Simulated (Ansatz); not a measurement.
Computed with Ansatz on PBE0-D4/def2-TZVP structures; ΔE is electronic, products minus reactants. CBS: MP2 limit from def2 TZ/QZ plus the TZ coupled-cluster correction, frozen cores. Functionals use def2-TZVPP. B3LYP here is the variant with VWN-RPA as its local correlation; programs differ in this. HSE06 is defined as in plane-wave codes. For Se outer-core shells are correlated without core-valence functions, which leaves a few kJ/mol of doubt a bond. Scalar relativity is left out up to krypton. One conformer a species, not always the lowest.

Reaction (cleavage of the Al–Si bond): `FC[SiH](F)[AlH2]` + `[SiH3][SeH]` → `[AlH2][Se][SiH3]` + `FC[SiH2]F`

```tsv
level	ΔE (kcal/mol)	difference from CCSD(T)/CBS
LDA (SPW92)	-31.3	4.0
PBE-D4	-31.0	4.3
revPBE-D4	-30.8	4.5
BLYP-D4	-32.0	3.3
r2SCAN-D4	-34.5	0.8
B97M-V	-33.4	1.9
PBE0-D4	-32.8	2.5
B3LYP-D4	-33.5	1.8
r2SCANh-D4	-34.9	0.4
r2SCAN0-D4	-35.4	-0.1
BHLYP-D4	-35.7	-0.4
CAM-B3LYP-D4	-33.8	1.5
B2PLYP	-34.8	0.5
PBE-QIDH	-35.6	-0.3
PBE	-30.6	4.7
revPBE	-30.1	5.2
BLYP	-31.3	4.0
r2SCAN	-34.4	0.9
B3LYP	-32.9	2.4
r2SCANh	-34.8	0.5
r2SCAN0	-35.4	-0.1
HSE06	-32.6	2.7
BHLYP	-35.0	0.3
CAM-B3LYP	-33.5	1.8
RPA@PBE/def2-TZVPP	-33.5	1.8
HF/def2-SVP	-36.7	-1.4
MP2/def2-SVP	-38.1	-2.8
CCSD/def2-SVP	-35.1	0.2
CCSD(T)/def2-SVP	-35.1	0.2
HF/def2-TZVPP	-36.7	-1.4
MP2/def2-TZVPP	-37.9	-2.6
SCS-MP2/def2-TZVPP	-36.8	-1.5
CCSD/def2-TZVPP	-34.7	0.6
CCSD(T)/def2-TZVPP	-34.7	0.6
HF/def2-QZVPP	-36.6	-1.3
MP2/def2-QZVPP	-38.2	-2.9
SCS-MP2/def2-QZVPP	-37.1	-1.8
HF/CBS(def2)	-36.6	-1.3
MP2/CBS(def2)	-38.5	-3.2
CCSD/CBS(def2)	-35.3	0.0
CCSD(T)/CBS	-35.3	0
```

Largest T1 diagnostic among the species: 0.012.

From r2SCAN to r2SCAN0 (25 % exact exchange), in def2-TZVPP and without D4, ΔE moves by −1.0 kcal/mol. Leaving LDA and LC-ωPBE aside and taking each functional with its dispersion term where it has one, the values spread over 4.8 kcal/mol, from BHLYP-D4 to revPBE-D4.
